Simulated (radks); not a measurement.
Results of a calculation; reference values are marked as such.
Polarisability of the selenium ion Se5+, [Ar] 3d10 4s1, at imaginary frequency. Code: a radial shooting solver on a logarithmic mesh with Libxc functionals. Model: non-relativistic Kohn-Sham, PBE, spin-polarised, spherical densities, point nucleus; open shells are filled with parallel spins first. Response by self-consistent Sternheimer equations with the Hartree and adiabatic LDA kernel.

| w (hartree) | alpha1(iw) (bohr^3) | alpha2(iw) (bohr^5) |
|---|---|---|
| 0.00266 | 3.064 | 3.758 |
| 0.0143 | 3.063 | 3.758 |
| 0.0360 | 3.053 | 3.755 |
| 0.0697 | 3.021 | 3.747 |
| 0.118 | 2.943 | 3.727 |
| 0.186 | 2.782 | 3.681 |
| 0.280 | 2.499 | 3.589 |
| 0.413 | 2.081 | 3.409 |
| 0.605 | 1.582 | 3.087 |
| 0.892 | 1.110 | 2.568 |
| 1.35 | 0.7461 | 1.868 |
| 2.12 | 0.4950 | 1.139 |
| 3.59 | 0.3133 | 0.5741 |
| 6.94 | 0.1619 | 0.2308 |
| 17.5 | 0.04678 | 0.05509 |

Static values: alpha1 = 3.064 bohr^3 (0.4541 angstrom^3; uncoupled 3.969), alpha2 = 3.758 bohr^5, alpha3 = 10.16 bohr^7. C6 = 5.067, C8 = 41.74, triple-dipole C9 = 10.26 atomic units. One-pole (London) frequency 4 C6 / (3 alpha1^2) = 0.719 hartree, against 2.765 for minus the highest occupied eigenvalue.
